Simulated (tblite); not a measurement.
Compound: C₆H₆N₂S.
Z-matrix (Å and degrees, GFN2-xTB geometry), rows numbered from 1:
```
C 
C   1  1.3284
C   2  1.4460  1  122.94
N   3  1.3489  2  121.01  1    -0.14
N   4  1.2506  3  115.75  2  -179.99
S   5  1.6617  4  113.61  3     0.03
C   3  1.3992  2  126.88  1   179.91
C   7  1.4340  3  128.76  2    -0.07
C   8  1.3306  7  124.58  3   179.90
H   1  1.0761  2  120.75  3    -0.02
H   1  1.0762  2  121.63  3  -180.00
H   2  1.0812  1  120.86  3  -180.00
H   8  1.0819  7  115.32  3    -0.08
H   9  1.0756  8  121.46  7  -179.98
H   9  1.0776  8  121.68  7    -0.00
```

Level: GFN2-xTB in tblite, geometry and Hessian alike; calculated harmonic values, unscaled, isolated species. The method is semi-empirical: single wavenumbers can be off by several per cent or more. One conformer, not necessarily the lowest.

Harmonic wavenumbers (cm⁻¹): 67.6, 92.9, 153.2, 157.7, 212.8, 266.9, 376.2, 462.8, 469.7, 548.6, 582.9, 652.4, 665.6, 691.2, 729.8, 811.2, 883.6, 892.9, 930.2, 990.3, 1003.1, 1014.5, 1056.4, 1191.2, 1278.2, 1298.7, 1344.2, 1370.2, 1397.7, 1419.4, 1467.1, 1645.8, 1663.1, 3061.6, 3068.5, 3105.6, 3112.8, 3141.5, 3148.8.

A = 2176, B = 1272, C = 802.7 MHz; mass 138.025 u (most abundant isotopes); point group Cs, symmetry number 1.

Question: Zero-point energy?

Answer: Half the sum of the wavenumbers: 23213 cm⁻¹ = 277.70 kJ/mol.

Question: Entropy at 298.15 K, 1 bar (ideal gas, RRHO, classical rotation)?

Answer: Translation 170.31, rotation 122.84, vibration 95.06: S = 388.2 J/(mol K).

Question: And Cp and H(298.15 K) − H(0)?

Answer: Cp = 141.21 J/(mol K), of which vibrations give 107.95 (their classical limit is 39 R = 324.3); H(298.15 K) − H(0) = 25.54 kJ/mol without the zero-point energy, 15.62 from vibrations.

Question: Blend soft modes into free rotors: weight 1/[1 + (100 cm⁻¹/ν̃)⁴] for the oscillator and the rest for a rotor with moment μB/(μ + B), μ = h/(8π²ν), B = 10⁻⁴⁴ kg m². What vibrational entropy results?

Answer: 89.91 J/(mol K) in place of 95.06, which changes −T·S at 298.15 K by +1.54 kJ/mol.

Question: Which modes carry the vibrational entropy at 298.15 K?

Answer: 67.6 cm⁻¹: 17.67; 92.9 cm⁻¹: 15.05; 153.2 cm⁻¹: 11.01; 157.7 cm⁻¹: 10.78; 212.8 cm⁻¹: 8.45; 266.9 cm⁻¹: 6.76 J/(mol K); the other 33 give 25.34 together.

Question: How do the functions run with temperature in this model?

Answer: 
| T (K) | S (J/(mol K)) | Cp (J/(mol K)) | H − H(0) (kJ/mol) | G − H(0) (kJ/mol) | ln q(vib) |
| --- | --- | --- | --- | --- | --- |
| 50 | 241.2 | 48.9 | 1.93 | -10.13 | 0.25 |
| 100 | 281.5 | 68.6 | 4.89 | -23.26 | 1.08 |
| 373.15 | 422.8 | 167.6 | 37.13 | -120.63 | 6.73 |
| 500 | 477.2 | 204.4 | 60.83 | -177.77 | 9.44 |
| 750 | 570.0 | 252.5 | 118.48 | -309.05 | 14.61 |
| 1000 | 647.0 | 281.9 | 185.55 | -461.47 | 19.40 |

q(vib) and H(0) count from the zero-point level.

Question: What must be added to the electronic energy to get the Gibbs energy at 298.15 K and 1 bar?

Answer: ZPE + [H(298.15 K) − H(0)] − T·S = 277.70 + 25.54 − 115.75 = 187.49 kJ/mol.

Hindered rotation and anharmonicity are outside this model. Other conformers, if any are populated, would add a mixing term that is left out.
